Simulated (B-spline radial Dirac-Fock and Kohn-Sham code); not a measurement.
## Dipole and non-dipole photoemission parameters of Pm²⁺ 4p3/2

System: Pm²⁺, [Xe] 4f5; threshold 253.5 eV (orbital energy of the model). Level of theory: Dirac-Hartree-Slater photoionisation with a Latter tail; cross sections with all multipoles, angular parameters from the dipole term and its interference with E2; a radial finite-basis atomic code.

Input file task.json (cfg lists n, l and occupation; rrms is the nuclear radius in fm):

```json
{"items": [{
  "Z": 61,
  "q": 2,
  "cfg": [[1, 0, 2], [2, 0, 2], [2, 1, 6], [3, 0, 2], [3, 1, 6], [3, 2, 10], [4, 0, 2], [4, 1, 6], [4, 2, 10], [4, 3, 5], [5, 0, 2], [5, 1, 6]],
  "A": 145,
  "rrms": 4.962,
  "do": "xps",
  "hv": [50.4, 75.3, 80, 90.7, 106.0, 118.0, 156.0, 291.0, 306.0, 329.0, 339.0, 400, 567.0, 577.0, 600, 1000, 1090.0, 1300.0, 1420.0, 1730.0, 2984.4, 3830.0, 5414.7, 6210.0, 6600.0, 9251.7, 9780.0, 10200.0, 11000.0, 12000]
}]}
```

Run with: `python xray2_run.py task.json out`

```tsv
hν (eV)	σ (kb)	β	γ	δ
291	298	-0.350	-0.127	0.042
306	292	-0.137	-0.141	0.054
329	283	0.137	-0.116	0.063
339	278	0.237	-0.096	0.064
400	251	0.659	0.054	0.060
567	184	1.184	0.259	0.030
577	180	1.202	0.262	0.029
600	173	1.240	0.267	0.026
1000	88.8	1.563	0.154	0.004
1090	77.9	1.595	0.119	0.003
1300	58.9	1.647	0.052	0.001
1420	50.9	1.667	0.023	0.001
1730	?	?	?	?
2984.4	12.6	1.724	0.042	0.005
3830	7.46	1.707	0.178	0.008
5414.7	3.42	1.661	0.468	0.014
6210	2.48	1.636	0.610	0.018
6600	2.14	1.624	0.677	0.020
9251.7	0.920	1.542	1.094	0.035
9780	0.797	1.527	1.168	0.038
10200	0.714	1.515	1.224	0.041
11000	0.585	1.492	1.328	0.047
12000	0.463	1.464	1.448	0.054
```

Q: Give the values at 1730 eV.

A: σ = 36.1 kb, β = 1.700, γ = -0.023, δ = 0.001.

Values without a named source are computed, but for edge energies of neutral atoms, which are taken from tables.
